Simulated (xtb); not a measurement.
C₄H₉S (SMILES [CH2]C(C)(C)S), doublet, at a GFN2-xTB geometry. Base run: GFN2-xTB (xtb).

Here is a job for xtb.
```
$ xtb mol.xyz --gfn 2 --uhf 1 --json

# file mol.xyz
14

C      0.58743936     0.37937218     1.48279252
C      0.24494271    -0.33022421     0.30011842
C     -0.80105123    -1.41535076     0.45284245
C      1.41092554    -0.75110211    -0.57326414
S     -0.64174228     1.10319047    -0.80711740
H     -0.12440477     0.49367211     2.27999453
H      1.47810212     0.97792090     1.52002766
H     -0.35156060    -2.27653823     0.94591929
H     -1.17349404    -1.72970817    -0.51913272
H     -1.63885989    -1.07321425     1.05655524
H      1.05683430    -1.10915794    -1.53692940
H      1.95956425    -1.55286840    -0.08168852
H      2.08692557     0.08392280    -0.73928868
H     -1.67876878     1.23875316     0.01348557
```

Each row names what was changed in the base input (with any setting that the change needs).

```tsv
change	ΔE vs base (kJ/mol)	dipole (D)	G_solv (kcal/mol)	SCF cycles
base	0.00	2.25	-	11
gbsa = methanol	-19.65	2.56	-4.94	10
alpb = hexane	-19.74	2.47	-4.85	11
acc = 30	0.00	2.25	-	8
acc = 0.0001	0.00	2.25	-	18
```

ALPB and GBSA are two models with their own fitted parameters for each solvent, which aren't always the measured dielectric constant.
